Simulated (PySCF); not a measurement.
Computed shifts of a molecule F2H4OSi2, PBE0/pcSseg-1 (PySCF), GIAO, gas phase, atoms alike by connectivity averaged where their shifts nearly agree, in ppm (number of nuclei): ²⁹Si: -30.3 (1), -115.3 (1). ¹⁹F: -124.7 (2). ¹H: 3.65 (3), 3.10 (1). References: ¹⁷O against H2O (σ = 334.2 ppm); ²⁹Si against TMS (σ = 352.7 ppm); ¹⁹F against CFCl3 (σ = 167.2 ppm); ¹H against TMS (σ = 31.56 ppm), references at their B3LYP-D3(BJ)/def2-TZVP geometries, non-relativistic. Coordinates come from a B3LYP-D3(BJ)/def2-SVP optimisation. Other conformers were not sampled.

### Question
Identify the compound among the candidates.
(A) F[SiH2]O[SiH2]F
(B) O[SiH2][SiH](F)F
(C) O[Si@@H](F)[SiH2]F
(D) O[Si](F)(F)[SiH3]

### Answer
D, O[Si](F)(F)[SiH3]
